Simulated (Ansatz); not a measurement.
GeSiH5Cl, closed shell: a nudged elastic band.

in.yaml

```yaml
crystal:
  periodic: [false, false, false]
  atoms:
    - {symbol: Si, position_ang: [-0.301887, 0.355929, 1.162052]}
    - {symbol: Ge, position_ang: [0.196004, -0.162598, -1.118356]}
    - {symbol: Cl, position_ang: [1.205391, -2.080778, -1.148695]}
    - {symbol: H, position_ang: [-1.050895, -0.331508, -2.001416]}
    - {symbol: H, position_ang: [1.163838, 0.830482, -1.781829]}
    - {symbol: H, position_ang: [-1.771105, 0.500391, 1.329880]}
    - {symbol: H, position_ang: [0.359368, 1.632498, 1.537302]}
    - {symbol: H, position_ang: [0.199287, -0.744517, 2.021062]}
basis:
  gaussian: {orbitals: def2-SVP}
hamiltonian: {xc: pbe0, dispersion: d4}
neb:
  images: 5
  climbing: true
  max_iterations: 30
  initial_path: idpp
  final_atoms:
    - {symbol: Si, position_ang: [-0.099505, -0.096300, 1.499032]}
    - {symbol: Ge, position_ang: [-0.195991, 0.735424, -1.756707]}
    - {symbol: Cl, position_ang: [0.643439, -1.163771, -0.140989]}
    - {symbol: H, position_ang: [-0.832399, -0.412036, -2.651705]}
    - {symbol: H, position_ang: [1.211137, 0.631952, -2.485794]}
    - {symbol: H, position_ang: [-1.555534, 0.050185, 1.311270]}
    - {symbol: H, position_ang: [0.611973, 1.195059, 1.549769]}
```

Command:

```bash
ansatz run in.yaml --threads 4 --pin off --events-out ev --progress --plain --max-ram 9574MiB
```

What Ansatz 0.2.0 printed:

```
Error: invalid value for `neb.final_atoms`: lists 7 atoms but crystal.atoms has 8 — the final endpoint must contain the same atoms in the same order
```

The run took about 0.05 s on 4 CPU threads of an Arm Neoverse V2 (shared host).


The program refused the input. The final structure lists one atom fewer than the first.